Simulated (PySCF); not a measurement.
ClGa (SMILES [Cl][Ga]), singlet, at a GFN2-xTB geometry (such geometries of metal compounds can be far from the true shape). Base run: CAMB3LYP/6-311G** in PySCF.

Geometry (Å):
```xyz
2

Ga     0.0000     0.0000    -0.7683
Cl     0.0000     0.0000     1.4010
```
Charge 0, spin multiplicity 1.
All else is at PySCF's defaults.
Base energy -2385.22441 Eh.

Variants of this job, named by their change:

```tsv
change	ΔE vs base (mEh)	grid points	electrons on the grid	outcome
base	0.000	39784	48.00000	converged
grids.level = 5	0.000	88328	48.00000	converged
grids.level = 4	0.001	59072	48.00000	converged
grids.prune = dft.gen_grid.treutler_prune	0.000	39128	48.00000	converged
grids.becke_scheme = stratmann	0.001	39784	48.00000	converged
small_rho_cutoff = 0	0.000	39784	48.00000	converged
grids.level = 0	14.883	4048	47.99791	converged
grids.prune = off	0.000	73784	48.00000	converged
grids.atom_grid = (50, 194)	-0.064	12552	48.00000	converged
grids.prune = dft.gen_grid.sg1_prune	-	-	-	stopped with an error
grids.level = 7	0.000	173800	48.00000	converged
```

- grids.prune = dft.gen_grid.sg1_prune: ended with `IndexError: index 31 is out of bounds for axis 0 with size 19`
